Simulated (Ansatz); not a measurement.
Z-matrix (Å, degrees):
```
C
Se 1 1.961
H 1 1.087 2 110.0
H 1 1.088 2 105.8 3 118.7
H 1 1.088 2 110.6 3 -122.9
Si 2 2.242 1 95.1 3 64.6
Cl 6 2.044 2 112.1 1 -58.3
F 6 1.588 2 107.0 1 -177.2
H 6 1.476 2 113.8 1 62.6
```

Charge 0, multiplicity 1.

Question: List the ωB97M-V/def2-TZVPP orbital energies in eV (Ansatz 0.2.0). (Best estimate.)

Answer: Ansatz gave: Occupied: -12368.29, -2772.21, -1809.31, -1588.58, -1423.34, -1423.32, -1423.27, -677.89, -282.59, -262.62, -218.03, -200.08, -199.97, -199.96, -160.98, -160.88, -160.71, -150.14, -104.30, -104.27, -104.21, -60.89, -60.87, -60.73, -60.65, -60.63, -36.48, -26.21, -24.26, -20.93, -18.28, -15.93, -15.78, -15.63, -14.90, -14.67, -13.17, -12.57, -12.28, -11.94, -10.77, -9.26. Lowest empty: 1.16, 2.39, 2.65, 2.81, 3.17, 4.09, 4.45, 4.68.
